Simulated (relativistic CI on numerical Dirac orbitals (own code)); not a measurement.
# Electric-dipole lines of Ho¹²⁺

These numbers are calculated, not measured: Dirac-Coulomb-Breit CI, orbitals from a KLI potential per configuration, QED by a radiative potential, unscaled Slater integrals (own radial code, finite nucleus).

Configurations in the expansion (outside the closed core [Kr] 4d10): 4f⁷5s², 4f⁵5s²5p², 4f⁶5s²5p, 4f⁸5s, 4f⁷5s5p, 4f⁶5s²6s. Levels of other configurations are missing.

```tsv
λ vac (nm)	Lower	Upper	A (s⁻¹)	E lower (eV)	E upper (eV)
56.688	4f⁷5s² ⁸S°7/2 [1]	4f⁸5s ⁸F5/2 [342]	3.58e+02	0.0000	21.8714
57.526	4f⁷5s² ⁸S°7/2 [1]	4f⁸5s ⁸F9/2 [323]	1.84e+06	0.0000	21.5527
57.782	4f⁷5s² ⁸S°7/2 [1]	4f⁷5s5p ¹⁰P9/2 [318]	5.50e+08	0.0000	21.4571
63.733	4f⁷5s² ⁸S°7/2 [1]	4f⁷5s5p ¹⁰P7/2 [243]	1.27e+08	0.0000	19.4536
79.918	4f⁷5s² ⁶P°7/2 [2]	4f⁸5s ⁸F5/2 [342]	1.70e+03	6.3574	21.8714
80.176	4f⁷5s² ⁶P°5/2 [3]	4f⁸5s ⁸F3/2 [349]	4.04e+03	6.5021	21.9662
80.567	4f⁷5s² ⁶P°3/2 [4]	4f⁸5s ⁸F1/2 [354]	3.28e+03	6.6335	22.0224
80.625	4f⁷5s² ⁶P°7/2 [2]	4f⁸5s ⁸F7/2 [332]	1.94e+02	6.3574	21.7354
80.670	4f⁷5s² ⁶P°5/2 [3]	4f⁸5s ⁸F5/2 [342]	8.13e+02	6.5021	21.8714
80.862	4f⁷5s² ⁶P°3/2 [4]	4f⁸5s ⁸F3/2 [349]	2.10e+03	6.6335	21.9662
81.366	4f⁷5s² ⁶P°3/2 [4]	4f⁸5s ⁸F5/2 [342]	1.64e+04	6.6335	21.8714
81.391	4f⁷5s² ⁶P°5/2 [3]	4f⁸5s ⁸F7/2 [332]	2.90e+04	6.5021	21.7354
81.594	4f⁷5s² ⁶P°7/2 [2]	4f⁸5s ⁸F9/2 [323]	2.03e+04	6.3574	21.5527
83.331	4f⁷5s² ⁶I°7/2 [5]	4f⁸5s ⁸F5/2 [342]	2.12e+00	6.9929	21.8714
84.100	4f⁷5s² ⁶I°7/2 [5]	4f⁸5s ⁸F7/2 [332]	9.22e+00	6.9929	21.7354
85.155	4f⁷5s² ⁶I°7/2 [5]	4f⁸5s ⁸F9/2 [323]	2.27e+01	6.9929	21.5527
85.616	4f⁷5s² ⁶I°9/2 [7]	4f⁸5s ⁸F9/2 [323]	4.54e+01	7.0713	21.5527
86.185	4f⁷5s² ⁶I°9/2 [7]	4f⁷5s5p ¹⁰P9/2 [318]	1.30e+02	7.0713	21.4571
87.419	4f⁷5s² ⁶I°11/2 [8]	4f⁸5s ⁸F11/2 [305]	5.53e+01	7.1308	21.3135
89.440	4f⁷5s² ⁶D°1/2 [12]	4f⁸5s ⁸F1/2 [354]	2.18e+04	8.1601	22.0224
89.777	4f⁷5s² ⁶D°9/2 [11]	4f⁸5s ⁸F7/2 [332]	7.59e+02	7.9252	21.7354
89.786	4f⁷5s² ⁶I°13/2 [10]	4f⁸5s ⁸F13/2 [296]	5.62e+01	7.1591	20.9679
89.804	4f⁷5s² ⁶D°1/2 [12]	4f⁸5s ⁸F3/2 [349]	4.03e+04	8.1601	21.9662
90.149	4f⁷5s² ⁶D°3/2 [14]	4f⁸5s ⁸F3/2 [349]	1.16e+03	8.2129	21.9662
90.981	4f⁷5s² ⁶D°9/2 [11]	4f⁸5s ⁸F9/2 [323]	8.19e+02	7.9252	21.5527
91.624	4f⁷5s² ⁶D°9/2 [11]	4f⁷5s5p ¹⁰P9/2 [318]	2.02e+05	7.9252	21.4571
93.245	4f⁷5s² ⁶D°7/2 [13]	4f⁷5s5p ¹⁰P9/2 [318]	3.32e+04	8.1605	21.4571
94.672	4f⁷5s² ⁶P°7/2 [2]	4f⁷5s5p ¹⁰P7/2 [243]	1.79e+04	6.3574	19.4536
95.730	4f⁷5s² ⁶P°5/2 [3]	4f⁷5s5p ¹⁰P7/2 [243]	6.29e+03	6.5021	19.4536
99.500	4f⁷5s² ⁶I°7/2 [5]	4f⁷5s5p ¹⁰P7/2 [243]	2.79e+00	6.9929	19.4536
107.23	4f⁷5s² ⁶G°9/2 [19]	4f⁸5s ⁸F7/2 [332]	5.76e+02	10.1728	21.7354
107.55	4f⁷5s² ⁶D°9/2 [11]	4f⁷5s5p ¹⁰P7/2 [243]	5.92e+03	7.9252	19.4536
109.79	4f⁷5s² ⁶D°7/2 [13]	4f⁷5s5p ¹⁰P7/2 [243]	1.18e+04	8.1605	19.4536
109.87	4f⁷5s² ⁶G°9/2 [19]	4f⁷5s5p ¹⁰P9/2 [318]	3.58e+02	10.1728	21.4571
110.53	4f⁷5s² ⁶D°5/2 [15]	4f⁷5s5p ¹⁰P7/2 [243]	4.19e+03	8.2368	19.4536
115.85	4f⁷5s² ⁴H°9/2 [25]	4f⁸5s ⁸F9/2 [323]	2.64e+02	10.8502	21.5527
124.31	4f⁷5s² ⁴H°11/2 [40]	4f⁸5s ⁸F11/2 [305]	9.46e+02	11.3397	21.3135
125.20	4f⁷5s² ⁶G°11/2 [31]	4f⁸5s ⁸F13/2 [296]	5.24e+02	11.0654	20.9679
126.27	4f⁷5s² ⁶H°9/2 [48]	4f⁸5s ⁸F7/2 [332]	1.79e+02	11.9164	21.7354
128.83	4f⁷5s² ⁶H°11/2 [49]	4f⁸5s ⁸F9/2 [323]	1.11e+02	11.9286	21.5527
142.29	4f⁷5s² ⁴G°9/2 [67]	4f⁸5s ⁸F9/2 [323]	7.29e+01	12.8393	21.5527
```

Terms are leading LS components. Brackets give the number of a level in order of energy, since labels repeat. The list gives strong lines, with weight on those to low levels, without lines whose two gauges differ by over a factor of 2.5, among the lowest 400 of 9840 levels, so that lines to higher ones, which can be the strongest, are missing. Levels whose partners in the same complex of configurations lie outside the list can be far off, and so can their lines. Rates are taken at the computed energies, electric ones in the length gauge.

At this charge transitions that keep the count of f electrons are usually good to a few per cent. Terms inside the open d or f shell come out 10 to 20 % too wide with unscaled integrals. Levels and lines within the n = 5 or 6 shells can be off by up to 10 % or somewhat more, and those that change n by about 2 %, since core polarisation is missing. Levels that differ in their count of f electrons can be misplaced by several ten thousand cm⁻¹, since the correlation energy of f electrons is missing or only estimated; rates across such gaps can be off by orders of magnitude.

Task: From the table, what is the radiative lifetime of 4f⁸5s ⁸F9/2?

Result: The listed rates from this level add up to about 1.86e+06 s⁻¹, 97 % of its decay; with all channels τ = 5.24e-07 s.

LS names give the leading component of a level, which can be under half, so a name can repeat, a term be missing and a line seem to break the LS rules.
